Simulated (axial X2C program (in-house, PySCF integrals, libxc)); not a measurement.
# ZrCO: properties at the nuclei

Computed with an in-house all-electron X2C program for linear molecules (integrals from PySCF): two-component X2C with atomic mean-field Coulomb and Gaunt terms, Gaussian nuclei, basis Zr dyall-v3z, C dyall-v3z, O dyall-av3z with contracted cores.

Zr–C–O held linear, with bonds 2.105 and 1.158 Å (near the PBE0 minimum at charge 0 of the determinant lowest at the starting distance; the state shown can have its own minimum elsewhere, held linear; other orders of the atoms were not compared).

Determinant lowest in the PBE0 search, Ω = 4 (⟨Sz⟩ = 2.00, ⟨Lz⟩ = 2.00 at PBE0), spin on the atoms Zr 1.73, C 0.15, O 0.12:

```csv
level,Eeff magnitude (GV/cm),Ws magnitude Zr (kHz),A∥/gI Zr (MHz),qzz Zr (a.u.),A∥/gI C (MHz),qzz C (a.u.),A∥/gI O (MHz),qzz O (a.u.),μ (D)
PBE0,2.43,0.261,422,-1.86,-6.39,-0.69,-6.06,-0.20,-3.60
HF,3.31,0.354,347,-2.20,-15.2,-0.91,-5.73,-0.24,-3.18
TPSSh,2.3,0.249,412,-1.86,-4.13,-0.66,-5.89,-0.19,-3.56
```

Determinant 0.33 eV from it at PBE0 and this distance, Ω = 1 (⟨Sz⟩ = 1.00, ⟨Lz⟩ = 0.00 at PBE0), spin on the atoms Zr 0.78, C 0.11, O 0.11:

```json
{"level": "PBE0", "Eeff magnitude (GV/cm)": "0.559", "Ws magnitude Zr (kHz)": "0.186", "A∥/gI Zr (MHz)": "-33.9", "qzz Zr (a.u.)": "-3.87", "A∥/gI C (MHz)": "-27.9", "qzz C (a.u.)": "-0.71", "A∥/gI O (MHz)": "-21.4", "qzz O (a.u.)": "-0.24", "μ (D)": "-2.20"}
{"level": "HF", "Eeff magnitude (GV/cm)": "6.21", "Ws magnitude Zr (kHz)": "3.12", "A∥/gI Zr (MHz)": "70.3", "qzz Zr (a.u.)": "-3.79", "A∥/gI C (MHz)": "-59.5", "qzz C (a.u.)": "-0.96", "A∥/gI O (MHz)": "-4.64", "qzz O (a.u.)": "-0.31", "μ (D)": "-1.02"}
{"level": "TPSSh", "Eeff magnitude (GV/cm)": "0.874", "Ws magnitude Zr (kHz)": "0.344", "A∥/gI Zr (MHz)": "-22.4", "qzz Zr (a.u.)": "-3.88", "A∥/gI C (MHz)": "-18.7", "qzz C (a.u.)": "-0.68", "A∥/gI O (MHz)": "-22.8", "qzz O (a.u.)": "-0.24", "μ (D)": "-2.18"}
```

Eeff is the effective electric field on the electron electric dipole moment in this Ω state and Ws the scalar–pseudoscalar constant of the nucleus named (defined with the proton number Z and per Ω); A∥ (defined per Ω) follows by multiplying with gI = μI/(I μN); qzz is the electric field gradient, eQq0 = 234.96 MHz × Q/barn × qzz; μ is positive if the O end (last atom) is positive. The operators were transformed with the bare-nucleus X2C matrices; with these basis sets, hyperfine constants and field gradients can be off by tens of per cent, and where levels differ in sign neither size nor sign is settled.

(1) With gI(91Zr) = -0.5214, Q(91Zr) = -0.176 barn, gI(17O) = -0.7575, Q(17O) = -0.02558 barn (g factors from the IAEA table of nuclear moments by Stone; Q from Pyykkö, Mol. Phys. 2018), turn the PBE0 values of the first state into constants in MHz.

The molecule was held linear; bending was not examined, so a bent shape may lie lower.

Each state is one determinant with collinear spin, which with several unpaired electrons need not be a pure state. Unrestricted Hartree–Fock can overshoot spin polarisation at the nuclei. In the state Ω = 1 the sign of Eeff differs between levels (HF against PBE0). With several open shells hyperfine constants can be off by a factor of several. Where Eeff spreads by more than a factor of two the levels disagree and none is to be relied on. Open-shell Ω = 0 determinants with evenly filled partner blocks cannot be reached by this program, so the Ω shown need not be the lowest component. States lie within half an eV, so the first need not be the ground state. The sign of Ws at Zr differs between levels in the second state. Where a field gradient or hyperfine factor spreads by more than a factor of two over the levels, a constant derived from it is not to be relied on. PBE0 term energies can be off by some tenths of an eV.

Answers

(1) A∥(91Zr) = 422 × -0.5214 = -220 MHz; eQq0(91Zr) = 234.96 × (-0.176) × (-1.86) = 76.9 MHz; A∥(17O) = -6.06 × -0.7575 = 4.59 MHz; eQq0(17O) = 234.96 × (-0.02558) × (-0.20) = 1.2 MHz.
